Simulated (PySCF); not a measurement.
Species: C6H8SSi.
Numbering: `[SiH3:1][S:2][c:3]1[cH:4][cH:5][cH:6][cH:7][cH:8]1` (hydrogens: H9, H10, H11 on Si1; H12 on C4; H13 on C5; H14 on C6; H15 on C7; H16 on C8)

Geometry (PBE0-D3(BJ)/def2-SVP, Å), atoms numbered from 1 in this order:
```
atom  x, y, z in Å
Si1    3.236    0.592   -0.291
S2     2.132   -1.220   -0.600
C3     0.439   -0.784   -0.284
C4    -0.008    0.506    0.019
C5    -1.363    0.742    0.247
C6    -2.286   -0.299    0.175
C7    -1.841   -1.586   -0.128
C8    -0.491   -1.831   -0.355
H9     4.642    0.171   -0.548
H10    2.839    1.670   -1.246
H11    3.093    1.108    1.103
H12    0.690    1.345    0.079
H13   -1.696    1.756    0.482
H14   -3.346   -0.109    0.354
H15   -2.553   -2.413   -0.187
H16   -0.147   -2.841   -0.590
```

The closed-shell ground state was solved at several levels (PySCF, density fitting, gas phase, non-relativistic).

```tsv
level	basis functions	HOMO (eV)	LUMO (eV)	gap (eV)	dipole (D)
PBE0/pcSseg-1	190	-6.51	-0.47	6.04	1.28
PBE/pcSseg-1	190	-5.52	-1.36	4.16	1.15
```

Q: Estimate the row for wB97X-D/def2-SVPD, a basis of 235 functions; the other rows only guide the guess.

A: HOMO -8.21 eV, LUMO 1.16 eV, gap 9.37 eV, dipole 1.27 D.

Q: Over all these levels, which gives the widest orbital gap and which the narrowest?

A: wB97X-D/def2-SVPD (range-separated hybrid) has the widest, 9.37 eV, and PBE/pcSseg-1 (GGA) the narrowest, 4.16 eV. Functional and basis both differ between the two, so the spread mixes both effects.

Q: How far do the dipole and the HOMO energy spread over the levels?

A: The dipole runs from 1.15 to 1.28 D (mean 1.23 D) and the HOMO from -8.21 to -5.52 eV.

One conformer stands for the species.
